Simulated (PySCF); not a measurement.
Structure from NMR data

Molecular formula: C6H13O3P. Simulated spectra:

¹H NMR (300 MHz, computed): δ 4.32 (m, 2H), 4.17 (m, 2H), 3.57 (m, 2H), 3.56 (s, 3H), 1.92 (m, 2H), 1.20 (m, 2H).

¹³C{¹H} NMR (computed): δ 75.6 (CH2), 67.1 (CH2), 63.4 (CH3), 30.7 (CH2).

- GFN2-xTB geometry
- σ from GIAO-PBE0/pcSseg-1
- run in PySCF 2.14.0 with density-fitted response routines
- fast rotation and ring inversion assumed for equivalent nuclei, a single conformation, non-relativistic Hamiltonian, isolated molecule

Chemical shifts δ = σref − σ; ¹H, ¹³C vs TMS, all at this level.

Propose a structure and justify it.

Results:


4 carbon signals for 6 carbons: some carbons are equivalent by symmetry or fast rotation. Carbon types of the structure: 5 × CH2, 1 × CH3, which accounts for all hydrogens. δC 75.6: sp3 CH2 bonded to O and P; the inductive effect lowers its shielding. δC 67.1: sp3 CH2 bonded to O; deshielded by the electronegative neighbour. δC 63.4: methyl carbon bonded to O; deshielded by the electronegative neighbour. δH 4.32, 4.17: hydrogen on an sp3 CH2 bonded to O; its carbon carries O, hence the downfield position. δH 3.57: hydrogen on an sp3 CH2 bonded to O and P; its carbon carries O, hence the downfield position. δH 3.56: hydrogen on a methyl carbon bonded to O; its carbon carries O, hence the downfield position. δH 1.92, 1.20: hydrogen on an sp3 CH2 bonded to P.

These data were computed for `COCP1(=O)CCOCC1`.

This is the structure that produced the data.

Splittings by ³¹P in the carbon and heteronuclear signals aren't shown, as no couplings were computed. Shifts are as computed. Against solution values, carbons near 30 ppm lie about +3 ppm off and those near 130 ppm about +5 ppm. Of 1211 compounds with measured shifts, 218 miss one by over three times the rms of a fit or turn the order of signals round; such compounds aren't used in these exercises. Multiplicities follow the n + 1 count of equivalent neighbours, as no J values were calculated; m marks all less simple cases, F and P coupling included.
